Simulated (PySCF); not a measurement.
## Spinor energies of Os³⁺ (osmium, charge +3)

Start: [Xe] 4f14 5d5; 5d5/2 filled at m_j = -3/2, -1/2, +1/2, +3/2, +5/2. Calculated with PySCF 2.14 in x2c-TZVPall-2c (11s11p10d2f, 108 functions): generalised Hartree-Fock with the X2C-1e Hamiltonian and a Gaussian nucleus; spin-orbit coupling (SO) screened by Boettger's factors. This is a chosen level, not necessarily the ground level.

| spinor shell | electrons | ε, screened SO (eV) | weight of nominal j (screened SO) | rms radius, screened SO (bohr) |
| --- | --- | --- | --- | --- |
| 1s1/2 | 2 | -74285.3 | 1.000 | 0.0201 |
| 2s1/2 | 2 | -13105.5 | 1.000 | 0.0809 |
| 2p1/2 | 2 | -12526.5 | 1.000 | 0.0687 |
| 2p3/2 | 4 | -10989.5 | 1.000 | 0.0764 |
| 3s1/2 | 2 | -3137.4 | 1.000 | 0.207 |
| 3p1/2 | 2 | -2879.1 | 1.000 | 0.198 |
| 3p3/2 | 4 | -2538.5 | 1.000 | 0.214 |
| 3d3/2 | 4 | -2110.8 | 1.000 | 0.188 |
| 3d5/2 | 6 | -2037.5 | 1.000 | 0.193 |
| 4s1/2 | 2 | -720.15 | 1.000 | 0.459 |
| 4p1/2 | 2 | -610.59 | 1.000 | 0.466 |
| 4p3/2 | 4 | -529.57 | 1.000 | 0.499 |
| 4d3/2 | 4 | -349.43 | 0.999 | 0.519 |
| 4d5/2 | 6 | -333.79 | 0.999 | 0.531 |
| 5s1/2 | 2 | -138.12 | 1.000 | 1.08 |
| 5p1/2 | 2 | -103.32 | 0.920 | 1.19 |
| 4f5/2 | 6 | -103.19 | 0.979 | 0.609 |
| 4f7/2 | 8 | -100.22 | 0.984 | 0.609 |
| 5p3/2 | 4 | -87.521 | 0.960 | 1.26 |
| 5d5/2 | 5 | -42.868 | 0.501 | 1.70 |

```
   quantity   screened SO
E (hartree)  -17261.98532
        M_J           5/2
       ⟨J²⟩         8.755
       ⟨L²⟩         0.301
       ⟨S²⟩         8.518
```

Each row is a mean over spinors that exchange with the open shell spreads, by up to 9.565 eV (5p3/2).

Rows whose weight is well below 1 are mixtures of j = l ± 1/2: exchange outweighs spin-orbit coupling there, and the label is only the starting occupation.

Breit and QED terms are absent; they matter most for the inner s and p1/2 levels.

Densities and radii are taken from the X2C orbitals without a picture-change correction, which distorts them close to the nucleus.
